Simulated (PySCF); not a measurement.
SnF2, SMILES [F][Sn][F] (connectivity only; charge and spin as stated), neutral, multiplicity 1.

Geometry: B3LYP-D3(BJ)/def2-TZVP. The isomer is the one that the SMILES or the coordinates give; other isomers of the formula were not compared. The def2 effective core potentials stand for the cores of Sn; spin–orbit coupling is left out.

These are PySCF with TDA-B3LYP/def2-SVPD values and carry that method's errors.

Vertical excitations. Isolated molecule, no solvent. State labels are in the subgroup C2v.

Q: Give excitation energies, oscillator strengths and character. (Estimate from the structure and the level; the computed values follow.)

A: 
| state | symmetry | energy (eV) | λ (nm) | f | main pairs |
|---|---|---|---|---|---|
| S1 | B1 | 5.11 | 243 | 0.136 | HOMO→LUMO 94 % |
| S2 | A2 | 5.82 | 213 | 0.000 | HOMO−1→LUMO 100 % |
| S3 | B2 | 6.39 | 194 | 0.001 | HOMO−2→LUMO 84 %, HOMO→LUMO+1 13 % |
| S4 | B1 | 6.52 | 190 | 0.026 | HOMO−3→LUMO 97 % |
| S5 | A1 | 6.87 | 180 | 0.003 | HOMO−4→LUMO 83 %, HOMO→LUMO+2 13 % |
| S6 | A2 | 7.03 | 176 | 0.000 | HOMO−5→LUMO 100 % |
| S7 | B2 | 7.52 | 165 | 0.329 | HOMO→LUMO+1 72 %, HOMO−1→LUMO+2 14 % |
| S8 | A1 | 7.69 | 161 | 0.338 | HOMO→LUMO+2 74 % |
| S9 | A1 | 8.07 | 154 | 0.052 | HOMO−1→LUMO+1 85 % |
| S10 | B1 | 8.21 | 151 | 0.013 | HOMO−2→LUMO+1 99 % |
| T1 | B1 | 3.64 | 341 | 0 | HOMO→LUMO 99 % |
| T2 | A2 | 5.70 | 218 | 0 | HOMO−1→LUMO 100 % |
| T3 | B2 | 5.76 | 215 | 0 | HOMO−2→LUMO 80 %, HOMO→LUMO+1 18 % |
| T4 | B2 | 5.81 | 213 | 0 | HOMO→LUMO+1 80 %, HOMO−2→LUMO 19 % |
Triplets are in the Tamm–Dancoff approximation.
